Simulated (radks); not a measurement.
The numbers below are computed, except where a source is named.
Orbital eigenvalues (eV) of the osmium ion Os2+, [Xe] 4f14 5d6, at several levels of relativity; Dirac values are averaged over j with weights 2j + 1. Spin-unpolarised spherical Kohn-Sham, PBEsol, point nucleus unless stated (finite: rms radius 5.4126 fm), a radial shooting solver on a logarithmic mesh with Libxc functionals. A level marked "c x" has the speed of light scaled by that factor and shares open shells by 2j + 1; other Dirac levels either fill j = l - 1/2 first or share by 2j + 1.

shell       non-rel.  scalar-rel.  scalar-rel., finite nucleus  Dirac, c x 2  change of magnitude, last against first (%)
3s           -2588.3      -3010.3                      -3009.1       -2678.1                                        +3.47
3p           -2379.1      -2522.3                      -2522.3       -2414.5                                        +1.49
3d           -1988.6      -1977.2                      -1977.3       -1985.3                                        -0.17
4s           -543.52      -648.47                      -648.19       -565.62                                        +4.07
4p           -454.97      -488.43                      -488.44       -463.21                                        +1.81
4d           -292.93      -289.85                      -289.86       -292.10                                        -0.28
5s           -90.430      -108.76                      -108.71       -94.224                                        +4.20
4f           -78.936      -69.168                      -69.173       -76.466                                        -3.13
5p           -63.746      -68.056                      -68.058       -64.812                                        +1.67
5d           -23.637      -22.956                      -22.956       -23.454                                        -0.78
6s (empty)   -18.184      -20.784                      -20.777       -18.728                                        +2.99
6p (empty)   -12.990      -13.631                      -13.631       -13.147                                        +1.21
